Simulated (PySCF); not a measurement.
# Bond lengths and vibrations by method: Al2H3O

All numbers below are calculated, not measured. The program is PySCF 2.14.0, an open-source quantum chemistry code, run on an isolated molecule that a program drew, which may never have been made. The molecule is Al2H3O (charge 0, doublet), drawn as the SMILES string `[OH][AlH][AlH]`.

The geometry was optimised and harmonic frequencies were computed with HF and MP2, all in the cc-pV(D+d)Z basis, for the commonest isotopes, with a restricted reference for singlets and an unrestricted one otherwise, and a frozen core in MP2. Each result is a local minimum of its method.

Geometry at the HF minimum:
```xyz
6
Al2H3O, angstrom
O    -0.5948   -1.2895   -1.2959
Al    1.0688   -1.6213   -1.3943
Al    2.6464    0.4458   -1.2415
H    -1.3033   -1.9107   -1.2501
H     1.5202   -3.1454   -1.3939
H     3.2248    1.2568   -2.4883
```

Lengths of the bonds as drawn, in Å (atoms numbered as above):
```
   bond     HF    MP2
 O1-Al2  1.699  1.723
Al2-Al3  2.605  2.596
  O1-H4  0.943  0.965
 Al2-H5  1.590  1.591
 Al3-H6  1.596  1.595
```

Rotational constants, in GHz:
| constant | HF | MP2 |
|---|---|---|
| A | 21.52 | 21.02 |
| B | 2.92 | 2.931 |
| C | 2.613 | 2.614 |

Harmonic frequencies in cm^-1, each column in rising order, so a row needn't be the same motion in every method:
```
rank,HF,MP2
1,135,129
2,178,181
3,309,288
4,342,341
5,439,430
6,526,506
7,571,578
8,729,707
9,869,?
10,1913,1899
11,1942,1919
12,4207,3909
```

**Estimate the missing MP2 frequency from the HF column.**

A single factor s that minimises the squared misfit of MP2 against s times HF over the other rows is sum(HF x MP2) / sum(HF^2) = 0.9491, with an rms misfit of 45 cm^-1. For rank 9 it gives 0.9491 x 869 = 825 cm^-1. The calculation gives 839 cm^-1, 14 cm^-1 above the estimate. The drawn bonds are on average 0.7 % longer in MP2 than in HF.
